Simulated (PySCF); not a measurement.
**Electron correlation in Te²⁺ (tellurium, charge +2)**

[Kr] 4d10 5s1 5p3, high-spin 5S determinant (an excited configuration). Computed with PySCF 2.14 in aug-cc-pVQZ-DK3 (9s8p6d3f2g, 102 functions), with scalar relativity by spin-free X2C-1e. Frozen: [Kr] 4d10; 4 electrons correlated.

```
  level  correlation energy (mhartree)
   CCSD                         -22.28
    (T)                          -0.25
CCSD(T)                         -22.53
```

Diagnostics: T1 = 0.0011, D1 = 0.0029, largest double amplitude 0.033.

Cost of the coupled-cluster step: about 12 core-seconds, for 4 correlated electrons.
